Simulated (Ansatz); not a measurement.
Harmonic frequencies (cm⁻¹) at PBE0-D4/def2-TZVP from Ansatz: 42, 113, 180, 285, 358, 368, 584, 607, 622, 876, 941, 995, 1026, 1096, 1189, 1271, 1300, 1389, 1416, 1472, 1663, 3038, 3147, 3148, 3162, 3243, 3844.

Each molecule was computed in one conformer, which needn't be the lowest.

**Question.** Which molecule is it?
A. `C=C[Se]CO`
B. `CC1(F)BO1`
C. `C=C([SeH])CO`
D. `CC1OC[Se]1`

**Answer.** A.
